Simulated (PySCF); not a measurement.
Computed Raman spectrum (relative Raman activity) of a molecule C2H6N2OSi. Coordinates come from a r2SCAN-D4/def2-SVP optimisation. Other conformers were not sampled. Calculation: r2SCAN-D4/def2-SVP (PySCF). Frequencies are harmonic and unscaled.

Lines under 2 % of the strongest are left out, and lines within 2 cm⁻¹ are merged.

```tsv
ν (cm⁻¹)	relative intensity
246	2.2
511	2.3
521	2.3
629	2.6
650	6.6
716	4.1
765	3.0
839	3.0
874	4.5
892	3.2
951	2.9
1197	4.7
1422	8.3
1428	7.0
1542	4.9
2273	81
2368	30
3040	93
3144	49
3154	54
3588	100
3688	58
```

Q: Pick the molecule that these values belong to.
A. C[Si@@]1(N)N=CO1
B. N[Si@]1(O)C=NC1
C. C[Si@@H](N)OC#N
D. N[SiH2][C@H]1N=CO1

A: C, C[Si@@H](N)OC#N
